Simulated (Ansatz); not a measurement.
Start from `[TeH][SiH]1CO1` and change one atom or group to get `[SiH3]C[SiH]1CO1`.

Ansatz, PBE0-D4/def2-TZVP geometries, multiplicity 1. Each molecule was computed in one conformer, which needn't be the lowest.

Elements past krypton have def2 core potentials.

```tsv
property	`[TeH][SiH]1CO1`
LUMO energy (ωB97M-V/def2-TZVPP) / eV	0.81
HOMO energy (PBE0/def2-TZVPP) / eV	-6.80
HOMO energy (PBE/def2-TZVPP) / eV	-5.73
size of the dipole moment (ωB97M-V/def2-TZVPP) / D	1.70
size of the dipole moment (PBE/def2-TZVPP) / D	1.50
HOMO energy (B3LYP/def2-TZVPP) / eV	-6.58
```

Task: What does the change do to each property? (Best estimate.)

Result: The calculation gave: 
```tsv
property	`[SiH3]C[SiH]1CO1`	shift
LUMO energy (ωB97M-V/def2-TZVPP) / eV	1.49	0.68
HOMO energy (PBE0/def2-TZVPP) / eV	-7.44	-0.64
HOMO energy (PBE/def2-TZVPP) / eV	-6.17	-0.44
size of the dipole moment (ωB97M-V/def2-TZVPP) / D	1.86	0.16
size of the dipole moment (PBE/def2-TZVPP) / D	1.59	0.09
HOMO energy (B3LYP/def2-TZVPP) / eV	-7.22	-0.64
```

With PBE0 the HOMO falls by 0.64 eV and the LUMO rises by 0.79 eV, so the gap widens by about 1.43 eV. PBE moves the HOMO by -0.44 eV and ωB97M-V by -0.83 eV. Dipoles are sizes alone; their direction can turn.

B3LYP here is the variant with VWN-RPA as its local correlation; programs differ in this.

Spin–orbit coupling is left out; it splits and shifts lone-pair levels of the heavy atoms by tenths of an eV.
